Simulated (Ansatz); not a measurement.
Program: Ansatz 0.2.0.

Basis-set series for `CC1BB1`. Total charge 0; spin multiplicity 1. Geometry: relaxed with PBE0-D4/def2-TZVP.

```xyz
10

C    -0.1558    0.2501    1.0226
C     0.1692    0.7241   -0.3706
B    -0.5131   -0.0583   -1.4314
B     0.2352   -0.9272   -0.3145
H     0.6252    0.3763    1.7709
H    -1.1277    0.6013    1.3744
H    -0.4755   -0.8835    0.9705
H     0.8968    1.5271   -0.4250
H    -0.7461    0.0864   -2.5842
H     1.0918   -1.6963   -0.0128
```

```csv
functional,basis,functions,energy (Eh),HOMO (eV),LUMO (eV)
PBE0-D4,def2-TZVPP,208,-129.30153,-6.79,-0.78
PBE0-D4,def2-QZVPP,408,-129.30947,-6.79,-0.82
ωB97M-V,def2-TZVPP,208,-129.39163,-8.97,1.09
ωB97M-V,def2-QZVPP,408,-129.39891,-8.97,0.91
```

Q: Give the rows for def2-SVP. (Best estimate.)

A: The calculation gave: 
```
functional     basis  functions  energy (Eh)  HOMO (eV)  LUMO (eV)
   PBE0-D4  def2-SVP         86   -129.16308      -6.73      -0.64
   ωB97M-V  def2-SVP         86   -129.24429      -8.89       1.41
```

Positive LUMOs are unbound and depend on the basis.
